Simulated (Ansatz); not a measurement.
`[SH][Al]([Cl])[Br]` + NH₃ → `[NH2][Al]([Cl])[Br]` + H₂S at 700 K and 1 bar (ligand exchange at the Al–S bond).

Gas-phase electronic energies from Ansatz, PBE0-D4/def2-TZVP geometries. CCSD(T)/CBS adds triple-zeta CCSD(T) − MP2 to the extrapolated MP2 energy (def2 sets, frozen cores). This one scheme is used for every species. For Br outer-core shells are correlated without core-valence functions, which leaves a few kJ/mol of doubt a bond. Scalar relativity is left out up to krypton. Each species was taken in one conformer, which may not be the lowest.

```tsv
species	CCSD(T)/CBS energy (Eh)	H − E (kJ/mol)	S (J/(mol·K))
`[SH][Al]([Cl])[Br]`	-3673.67780	88.8	428.3
NH₃	-56.50880	116.9	226.5
`[NH2][Al]([Cl])[Br]`	-3331.20678	133.7	423.8
H₂S	-398.97279	64.8	236.9
```

H − E and S are ideal-gas, rigid-rotor, harmonic terms from PBE0-D4/def2-TZVP, for one conformer and one mirror image of each species. 1 Eh = 2625.50 kJ/mol, R = 8.31446 J/(mol·K).

Q: By hand: ΔE, ΔH, ΔS and ΔG.

A: ΔE = (-3331.20678) + (-398.97279) − (-3673.67780) − (-56.50880) = 0.00703 Eh = 18.5 kJ/mol. Δ(H − E) = 133.7 + 64.8 − 88.8 − 116.9 = -7.2, so ΔH = 11.3 kJ/mol. ΔS = 423.8 + 236.9 − 428.3 − 226.5 = 5.9 J/(mol·K). ΔG = 11.3 − 700 × (5.9)/1000 = 7.2 kJ/mol.

Q: By hand: the equilibrium constant, and the temperature at which ΔG would vanish if ΔH and ΔS stayed fixed.

A: log₁₀ K = −ΔG/(RT ln 10) = -0.5. ΔG = 0 at ΔH/ΔS = 1915 K, though so small a ΔS makes that figure unsure.

TΔS isn't small against ΔH here. A doubt of 5 kJ/mol in ΔE shifts log₁₀ K by 0.4 here. Other conformers and mirror images would add mixing entropy, several J/(mol·K) or more a flexible species. These are equilibria of isolated gas molecules and say nothing of rates. Largest T1 diagnostic: 0.009 (customary marks: 0.02 for closed shells, 0.045 for open ones).
